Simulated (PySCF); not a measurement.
FOS (SMILES O=[S]F), doublet (typed; the unrestricted solution is spin-contaminated), at a GFN2-xTB geometry, with bond 1-2 at 2.2 times its length; B3LYP/6-31G (PySCF).

PySCF was given this input:
```python
from pyscf import gto, scf, dft

mol = gto.Mole()
mol.atom = '''
    O    -2.460722   -1.683704    0.062403
    S    -0.140285    0.464799    0.000719
    F     1.311644   -0.371382   -0.026840
'''
mol.basis = '6-31g'
mol.charge = 0
mol.spin = 1
mol.verbose = 4
mol.build()

mf = dft.UKS(mol)
mf.xc = 'b3lyp'
mf.kernel()
mo_i, mo_e, stable_i, stable_e = mf.stability(internal=True, external=False, return_status=True, nroots=6, tol=1e-6)
print('internally stable:', stable_i, ' externally stable:', stable_e)
if not stable_i:
    umf = mf.copy()
    umf.scf_summary = {}
    umf.kernel(umf.make_rdm1(mo_i, mf.mo_occ))
```

What does PySCF print? Leave out banner, timings and long lists.


```
PySCF version 2.14.0

[INPUT] verbose = 4
[INPUT] num. atoms = 3
[INPUT] num. electrons = 33
[INPUT] charge = 0
[INPUT] spin (= nelec alpha-beta = 2S) = 1
[INPUT] symmetry False subgroup None
[INPUT] Mole.unit = angstrom
[INPUT] Symbol           X                Y                Z      unit          X                Y                Z       unit  Magmom
[...]
nuclear repulsion = 76.4255834602589
number of shells = 17
number of NR pGTOs = 90
number of NR cGTOs = 31
basis = 6-31g
ecp = {}

******** <class 'pyscf.dft.uks.UKS'> ********
method = UKS
initial guess = minao
damping factor = 0
level_shift factor = 0
DIIS = <class 'pyscf.scf.diis.CDIIS'>
diis_start_cycle = 1
diis_space = 8
diis_damp = 0
SCF conv_tol = 1e-09
SCF conv_tol_grad = None
SCF max_cycles = 50
direct_scf = True
direct_scf_tol = 1e-13
number electrons alpha = 17  beta = 16
XC library pyscf.dft.libxc version 7.1.2
    S. Lehtola, C. Steigemann, M. J. T. Oliveira, and M. A. L. Marques,  SoftwareX 7, 1–5 (2018)
XC functionals = b3lyp
    P. J. Stephens, F. J. Devlin, C. F. Chabalowski, and M. J. Frisch,  J. Phys. Chem. 98, 11623 (1994)
radial grids:
    Treutler-Ahlrichs [JCP 102, 346 (1995); DOI:10.1063/1.469408] (M4) radial grids

becke partition: Becke, JCP 88, 2547 (1988); DOI:10.1063/1.454033
pruning grids: <function nwchem_prune>
grids dens level: 3
symmetrized grids: False
atomic radii adjust function: <function treutler_atomic_radii_adjust>
small_rho_cutoff = 0
Set gradient conv threshold to 3.16228e-05
tot grids = 47224
init E= -572.883920164338

cycle= 1 E= -571.508401841877  delta_E= 1.38  |g|= 1.15  |ddm|= 1.42
cycle= 2 E= -555.21249729944  delta_E= 16.3  |g|= 1.26  |ddm|= 9.47
cycle= 3 E= -567.503873152979  delta_E= -12.3  |g|= 3.03  |ddm|=  9.7
cycle= 4 E= -567.575999246906  delta_E= -0.0721  |g|= 2.98  |ddm|= 0.146
cycle= 5 E= -568.962562659947  delta_E= -1.39  |g|= 2.43  |ddm|= 1.51
cycle= 6 E= -569.676656722181  delta_E= -0.714  |g|= 2.19  |ddm|= 0.481
cycle= 7 E= -569.645914081975  delta_E= 0.0307  |g|= 2.21  |ddm|= 0.0279
cycle= 8 E= -570.215639006087  delta_E= -0.57  |g|= 1.95  |ddm|= 0.329
cycle= 9 E= -569.849636410432  delta_E= 0.366  |g|=  2.1  |ddm|= 0.194
cycle= 10 E= -570.141332481692  delta_E= -0.292  |g|= 1.99  |ddm|= 0.456
cycle= 11 E= -564.51201545901  delta_E= 5.63  |g|= 1.79  |ddm|= 7.01
cycle= 12 E= -571.852403248533  delta_E= -7.34  |g|= 0.992  |ddm|= 6.43
cycle= 13 E= -572.487544986391  delta_E= -0.635  |g|= 0.481  |ddm|= 0.916
[...]
SCF not converged.
<class 'pyscf.dft.uks.UKS'> wavefunction has an internal instability
internally stable: False  externally stable: None
[...]
small_rho_cutoff = 0
Set gradient conv threshold to 3.16228e-05
init E= -572.969631157772
cycle= 1 E= -572.970753094537  delta_E= -0.00112  |g|= 0.0166  |ddm|= 0.0674
cycle= 2 E= -572.970562232916  delta_E= 0.000191  |g|= 0.029  |ddm|= 0.0432
cycle= 3 E= -572.970920250312  delta_E= -0.000358  |g|= 0.00562  |ddm|= 0.0242
cycle= 4 E= -572.970935405103  delta_E= -1.52e-05  |g|= 0.00112  |ddm|= 0.00546
cycle= 5 E= -572.970943501553  delta_E= -8.1e-06  |g|= 0.000823  |ddm|= 0.00553
cycle= 6 E= -572.970949363014  delta_E= -5.86e-06  |g|= 0.000745  |ddm|= 0.00413
cycle= 7 E= -572.970965431515  delta_E= -1.61e-05  |g|= 0.00073  |ddm|= 0.0115
cycle= 8 E= -572.971090489857  delta_E= -0.000125  |g|= 0.000866  |ddm|= 0.103
cycle= 9 E= -572.971093253259  delta_E= -2.76e-06  |g|= 0.000802  |ddm|= 0.00251
cycle= 10 E= -572.971216363635  delta_E= -0.000123  |g|= 0.00446  |ddm|= 0.221
cycle= 11 E= -572.971221608337  delta_E= -5.24e-06  |g|= 0.00337  |ddm|= 0.0203
cycle= 12 E= -572.971229578763  delta_E= -7.97e-06  |g|= 0.00373  |ddm|= 0.0331
cycle= 13 E= -572.97124756348  delta_E= -1.8e-05  |g|= 0.00218  |ddm|= 0.0141
cycle= 14 E= -572.971255497772  delta_E= -7.93e-06  |g|= 0.00244  |ddm|= 0.0535
cycle= 15 E= -572.971259108105  delta_E= -3.61e-06  |g|= 0.00205  |ddm|= 0.00989
cycle= 16 E= -572.971261319471  delta_E= -2.21e-06  |g|= 0.00113  |ddm|= 0.0237
cycle= 17 E= -572.971265026921  delta_E= -3.71e-06  |g|= 0.00102  |ddm|= 0.0384
cycle= 18 E= -572.971266817567  delta_E= -1.79e-06  |g|= 1.88e-05  |ddm|= 0.00484
cycle= 19 E= -572.97126687408  delta_E= -5.65e-08  |g|= 4e-05  |ddm|= 0.00556
cycle= 20 E= -572.971266878179  delta_E= -4.1e-09  |g|= 1.23e-05  |ddm|= 0.000545
cycle= 21 E= -572.971266879258  delta_E= -1.08e-09  |g|= 9e-06  |ddm|= 0.000166
cycle= 22 E= -572.971266882092  delta_E= -2.83e-09  |g|= 8.87e-06  |ddm|= 0.000181
cycle= 23 E= -572.97126688832  delta_E= -6.23e-09  |g|= 8.54e-06  |ddm|= 0.000432
cycle= 24 E= -572.971266925678  delta_E= -3.74e-08  |g|= 8.33e-06  |ddm|= 0.00266
cycle= 25 E= -572.971266943375  delta_E= -1.77e-08  |g|= 6.48e-06  |ddm|= 0.00208
cycle= 26 E= -572.971266969327  delta_E= -2.6e-08  |g|= 4e-06  |ddm|= 0.00403
cycle= 27 E= -572.971266970999  delta_E= -1.67e-09  |g|= 2.61e-06  |ddm|= 0.000567
cycle= 28 E= -572.97126697187  delta_E= -8.71e-10  |g|= 2.48e-06  |ddm|= 0.000437
Extra cycle  E= -572.971266971999  delta_E= -1.29e-10  |g|= 2.56e-06  |ddm|= 3.43e-05
converged SCF energy = -572.971266971999  <S^2> = 1.69514  2S+1 = 2.7893655
```

The run did not converge; its last values are not results.
